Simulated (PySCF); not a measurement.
## How methods differ on the ionisation energy of Xe²⁹⁺

Xe²⁹⁺ [Ar] 3d7 (4F) → Xe³⁰⁺ [Ar] 3d6 (5D), as a difference of total energies. Computed with PySCF 2.14 in an even-tempered Gaussian basis (17 s from 3.9 bohr⁻², ratio 2.5; 11 p from 5 bohr⁻², ratio 2.5; 8 d from 5 bohr⁻², ratio 2.5; 4 f from 23 bohr⁻², ratio 2.7; 3 g from 34 bohr⁻², ratio 2.7), with no relativity, point nucleus. Correlated levels: outer shells: [Ne] frozen; virtual orbitals above 40 to 60 times the deepest correlated orbital energy dropped. The calculations carry no spin-orbit coupling.

| method | ionisation energy (eV) |
| --- | --- |
| UHF | 1745.1 |
| LDA | 1745.9 |
| PBE | 1746.3 |
| PBE0 | 1746.6 |
| r2SCAN | 1747.6 |
| PBEsol | 1745.8 |
| r2SCANh | 1747.5 |
| MP2 (outer shells) | 1746.3 |
| SCS-MP2 (outer shells) | 1746.5 |

A first-order spin-orbit estimate (lowest level to lowest level, LS coupling) adds 2.631 eV.

All relativistic terms are absent from these numbers, so their closeness to the reference says little about the methods.

For comparison: 1742 ± 4 eV (theoretical estimate listed by NIST; NIST Atomic Spectra Database, ionization energies).
